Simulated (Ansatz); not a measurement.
A made-up structure of AlSiH₂ClF (charge -1), closed shell:

```csv
atom,x (Å),y (Å),z (Å)
F1,-2.4975,-1.0356,-0.4805
Al2,-0.3592,-0.7793,-0.0980
Si3,0.7013,1.0984,0.9416
Cl4,0.3039,-2.2940,-0.4209
H5,1.9199,0.9486,0.0238
H6,-0.0685,2.0619,0.0340
```

It is relaxed with PBE-D4/def2-SVPD and then PBE0-D4/def2-TZVPD (Ansatz 0.2.0). Atoms count as bonded within 1.22 times the sum of their covalent radii (H–H: 0.88 Å). The end point is not checked to be a true minimum.

Problem. Does its bonding change? (A judgement: the text doesn't fix the answer.)

Solution. The calculation gives: No: no bond forms or breaks.

Where it ends: The first stage lowers the energy by 4.32 eV in 7 steps. It ends as AlSiH₂ClF ([F][Al]([SiH2])[Cl]), total charge -1:
```
6
angstrom
F -2.1537 -0.8595 -0.3994
Al -0.5046 -0.6949 -0.0973
Si 0.6230 1.1431 0.9421
Cl 0.3192 -2.6795 -0.5055
H 1.8314 0.9533 0.0208
H -0.1153 2.1374 0.0393
```

Labels in which every atom is bracketed show which atoms are joined, not bond orders.

For scale, one of the runs: PBE0-D4/def2-TZVPD relaxation, 190 basis functions, launched by `ansatz run in.yaml --threads 2 --pin off --events-out ev --progress --plain --max-ram 4352MiB`. Hardware: 2 CPU threads of an Arm Neoverse V2, shared host. Wall time about 47 s.
